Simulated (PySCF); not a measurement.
Species: Al₂Cl₃H₃.
Bonds: Cl1–Al2, Al2–Cl3, Cl3–Al4, Al4–Cl5, Al2–Cl5. Hydrogens: H6 on Al2; H7, H8 on Al4.

Computed by this run: PBE0-D3(BJ)/def2-SVP geometry optimisation, gas phase in PySCF; density fitting, grid level 1; the optimiser is geomeTRIC in internal coordinates, started from a GFN2-xTB structure with every atom displaced at random (about 0.01 Å).

Step 0: E = -50782.2587 eV
```
atom  x, y, z in Å  |  force x, y, z in eV/Å
Cl1    -3.0203    0.9228    0.3529   -1.700   1.527   0.597
Al2    -1.5110   -0.2784   -0.1258    1.035  -1.284  -0.609
Cl3     0.0184   -0.5062    1.4520   -0.071  -0.354   1.614
Al4     1.6110    0.2391    0.0969    0.660   0.135   0.094
Cl5     0.0545    0.6338   -1.4232   -0.269   0.767  -1.389
H6     -1.6671   -1.6786   -0.6831   -0.348  -0.819  -0.344
H7      2.0986    1.5833    0.6436    0.265   0.637   0.262
H8      2.4719   -0.9351   -0.3676    0.429  -0.609  -0.225
```

Step 1: E = -50782.6611 eV
```
atom  x, y, z in Å  |  force x, y, z in eV/Å
Cl1    -3.0547    0.9928    0.3818    0.141  -0.048  -0.004
Al2    -1.5292   -0.3484   -0.1595    0.095  -0.088   0.012
Cl3     0.0208   -0.5175    1.5479   -0.117   0.044  -0.063
Al4     1.6550    0.2640    0.1102    0.218   0.051   0.027
Cl5     0.0370    0.6819   -1.4977   -0.104   0.025   0.027
H6     -1.7781   -1.7851   -0.7354   -0.088   0.024   0.018
H7      2.1661    1.6496    0.6690   -0.044  -0.039  -0.028
H8      2.5392   -0.9565   -0.3705   -0.101   0.032   0.011
```

Step 2: E = -50782.6683 eV
```
atom  x, y, z in Å  |  force x, y, z in eV/Å
Cl1    -3.0247    0.9980    0.3864    0.070  -0.012   0.010
Al2    -1.5241   -0.3610   -0.1649    0.098  -0.073   0.008
Cl3     0.0191   -0.5198    1.5415   -0.082   0.020  -0.032
Al4     1.6585    0.2710    0.1126    0.112   0.054   0.023
Cl5     0.0365    0.6784   -1.4974   -0.076   0.014   0.002
H6     -1.8010   -1.7927   -0.7386   -0.063   0.013   0.011
H7      2.1577    1.6568    0.6711   -0.019   0.001  -0.011
H8      2.5339   -0.9498   -0.3649   -0.041  -0.016  -0.011
```

Q: Estimate the geometry and energy of step 3. (The exact step hangs on the optimiser's Hessian estimate; all steps are aligned on step 2, rigid shifts and turns removed.)

A: E = -50782.6723 eV, largest force 0.087 eV/Å
```
atom  x, y, z in Å  |  force x, y, z in eV/Å
Cl1    -2.9533    1.0129    0.3992   -0.074   0.041   0.022
Al2    -1.5117   -0.3899   -0.1766    0.065  -0.028   0.000
Cl3     0.0156   -0.5312    1.5277    0.008  -0.021   0.026
Al4     1.6643    0.2884    0.1185   -0.032   0.026   0.001
Cl5     0.0353    0.6647   -1.5017   -0.001  -0.012  -0.035
H6     -1.8569   -1.8071   -0.7469   -0.003  -0.002   0.005
H7      2.1340    1.6810    0.6783    0.011   0.021  -0.001
H8      2.5288   -0.9380   -0.3527    0.025  -0.023  -0.019
```

The energy changes by -0.0040 eV. The first-order estimate −F·Δx gives -0.0138 eV and the mean of the old and new forces, exact on a quadratic surface, -0.0056 eV. The step makes an angle of 59° with the force vector and moves no atom by more than 0.074 Å.

What follows is the cost of the whole optimisation. Time: 54 s; peak memory 0.44 GiB. Hardware: Arm Neoverse V1, one thread, no GPU (shared host).
